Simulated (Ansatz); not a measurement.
Reaction (redistribution): `C=C(O)BF` + `FC(F)(F)C1=CC(C(F)(F)F)=[O+][Al-]([Cl])([Cl])[O]1` → `C=C(O)BCl` + `FC(F)(F)C1=CC(C(F)(F)F)=[O+][Al-]([F])([Cl])[O]1`

Program: Ansatz. Geometries: PBE0-D4/def2-TZVP. ΔE: electronic, gas phase. CCSD(T)/CBS is the MP2 limit (def2-TZVPP, def2-QZVPP) plus CCSD(T) − MP2 in def2-TZVPP, frozen cores. Functionals use def2-TZVPP. One conformer a species, not always the lowest.

`C=C(O)BF`:

Z-matrix (Å, degrees):
```
C
C 1 1.339
H 1 1.081 2 119.4
H 1 1.087 2 123.1 3 180.0
O 2 1.356 1 124.6 3 -180.0
B 2 1.553 1 118.7 3 -0.0
H 5 0.963 2 109.8 1 -0.0
F 6 1.319 2 120.4 1 -180.0
H 6 1.197 2 121.1 1 0.0
```

`FC(F)(F)C1=CC(C(F)(F)F)=[O+][Al-]([Cl])([Cl])[O]1`:

Z-matrix (Å, degrees):
```
C
F 1 1.327
F 1 1.328 2 108.8
F 1 1.330 2 108.5 3 -117.9
C 1 1.535 2 109.7 3 119.9
C 5 1.388 1 120.1 2 120.9
O 5 1.261 1 113.6 2 -59.2
C 6 1.388 5 119.8 1 179.9
H 6 1.077 5 120.1 1 -0.1
Al 7 1.823 5 126.5 1 -180.0
O 8 1.261 6 126.4 5 0.0
C 8 1.535 6 120.1 5 -179.9
Cl 10 2.085 7 109.6 5 112.8
Cl 10 2.085 7 109.6 5 -112.4
F 12 1.327 8 109.7 6 -120.4
F 12 1.327 8 109.6 6 120.1
F 12 1.330 8 111.7 6 -0.2
```

`C=C(O)BCl`:

```xyz
9

C    -0.587   -0.797   -0.790
C    -0.185    0.033    0.184
O    -0.944    0.372    1.255
B     1.231    0.644    0.088
Cl    1.837    1.724    1.307
H     0.078   -1.016   -1.612
H    -1.567   -1.269   -0.796
H    -1.798   -0.071    1.199
H     1.935    0.380   -0.835
```

`FC(F)(F)C1=CC(C(F)(F)F)=[O+][Al-]([F])([Cl])[O]1`:

```xyz
17

F     0.590    3.004    1.834
C    -0.316    2.401    1.092
F    -1.436    2.266    1.803
F    -0.588    3.166    0.034
C     0.167    1.019    0.620
C    -0.688    0.272   -0.176
C    -0.311   -0.990   -0.613
C    -1.310   -1.779   -1.475
F    -0.832   -2.959   -1.813
F    -1.587   -1.090   -2.583
F    -2.448   -1.950   -0.800
O     0.783   -1.566   -0.371
Al    2.169   -0.878    0.590
F     2.356   -1.763    1.959
Cl    3.790   -0.497   -0.660
O     1.317    0.677    1.006
H    -1.656    0.668   -0.447
```

CCSD(T)/CBS gives +25.9 kJ/mol.

Q: Another level gave +28.7 kJ/mol. Which?
A. CAM-B3LYP/def2-TZVPP
B. BHLYP-D4/def2-TZVPP
C. HF/def2-TZVPP
D. PBE/def2-TZVPP

A: A. CAM-B3LYP 28.7, HF/def2-TZVPP 41.0, BHLYP-D4 33.9, PBE 22.6 kJ/mol.

Largest T1 diagnostic among the species: 0.015.

From PBE to PBE0 (25 % exact exchange), in def2-TZVPP and without D4, ΔE moves by +4.7 kJ/mol. Leaving LDA and LC-ωPBE aside and taking each functional with its dispersion term where it has one, the values, not all of them listed here, spread over 11.3 kJ/mol, from revPBE-D4 to BHLYP-D4.
